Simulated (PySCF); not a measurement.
Electronic structure of Ne⁺ (neon, charge +1) at the UHF level

Configuration: [He] 2s1 2p6, 2S determinant (an excited configuration). Computed with PySCF 2.14 in dyall-av3z, with no relativity, point nucleus.

- Total energy: -126.738597 hartree
- One-electron energy: -174.1423 hartree
- Hartree (Coulomb) energy: 58.7013 hartree
- Exchange energy: -11.2975 hartree
- Kinetic energy: 126.73792 hartree
- ⟨S²⟩: 0.7561
- ⟨L²⟩: 0.000
- Sum of ⟨r⟩: 6.480 bohr
- Sum of ⟨r²⟩: 6.984 bohr²
- Density at the nucleus (Gaussians lack the cusp): 599 bohr⁻³
- Spin density at the nucleus: 18.8 bohr⁻³
- Langevin diamagnetic susceptibility: -5.53 ×10⁻⁶ cm³/mol

```
shell  electrons  mean orbital energy (eV)  rms radius, mean of both spins (bohr)
 1s α          1                   -916.56                                  0.183
 1s β          1                   -913.13                                  0.183
 2s α          1                   -75.232                                  0.932
 2p α          3                   -45.557                                   1.00
 2p β          3                   -39.074                                   1.00
```
